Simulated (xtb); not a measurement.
H$_{2}$Si, charge +1, doublet, at a GFN2-xTB geometry (a state made from the parent by changing its charge; the spin is typed, not shown lowest). Base run: xtb with GFN2-xTB.

Here is a job for xtb.
```
$ xtb mol.xyz --gfn 2 --chrg 1 --uhf 1 --json

# file mol.xyz
3

Si    -0.00145387     0.07386784     0.00432301
H     -1.33576333    -0.54636664     0.01759822
H      1.35611754    -0.48778307    -0.07812031
```

The base run was repeated with changes; each row names its change, and settings that it needs were set with it.

| change | ΔE vs base (mEh) | SCF cycles |
|---|---|---|
| base | 0.000 | 10 |
| etemp = 10000 | -41.252 | 12 |
| file = coord | 0.000 | 10 |
| etemp = 3000 | -2.318 | 12 |
| acc = 1000 | 0.003 | 6 |
| etemp = 1000 | -0.011 | 10 |
| gbsa = acetonitrile | -86.622 | 10 |
| acc = 30 | 0.000 | 8 |

ALPB and GBSA are two models with their own fitted parameters for each solvent, which aren't always the measured dielectric constant.
